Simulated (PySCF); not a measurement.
**Bond curve of InO**

Set-up: In def2-SVPD with ECP28, O def2-SVPD; scalar-relativistic core potentials (PySCF 2.14). Energies in eV from In + O in their ground configurations at the same level. State: ²Π (doublet), unpaired electrons π ↑.

All columns are PBE0. A positive dipole means In(−)O(+).

```tsv
R (Å)	E (eV)	μ (D)	Mulliken charge on In (basis-dependent)	HOMO (eV)	LUMO (eV)	Mayer bond order	⟨S²⟩
1.831	-2.630	-1.44	0.54	-6.59	-4.48	0.37	0.75
1.916	-3.102	-1.96	0.53	-6.69	-4.12	0.44	0.75
2.001	-3.356	-2.48	0.54	-6.76	-3.78	0.48	0.75
2.065	-3.442	-2.87	0.54	-6.78	-3.56	0.51	0.76
2.129	-3.463	-3.25	0.55	-6.78	-3.35	0.52	0.76
2.193	-3.435	-3.63	0.57	-6.75	-3.17	0.53	0.76
2.278	-3.342	-4.14	0.59	-6.68	-2.96	0.54	0.76
2.385	-3.167	-4.75	0.61	-6.54	-2.76	0.54	0.76
2.512	-2.910	-5.45	0.63	-6.22	-2.62	0.54	0.76
2.683	-2.537	-6.33	0.66	-5.84	-2.57	0.54	0.77
```

A fit through these points gives, at Re = 2.122 Å, μ = -3.21 D and dμ/dR = -6.02 D/Å; the reduced mass is 14.04 u.

Question: How strong is the fundamental in the double-harmonic approximation, I = 42.26·(dμ/dR)²/μred km/mol?

Answer: I = 42.26·(-6.02)²/14.04 = 109 km/mol at PBE0.

Spin–orbit coupling is left out, which matters for elements this heavy, above all for dissociation energies. The state was picked by a PBE0 search and need not be the measured ground state.
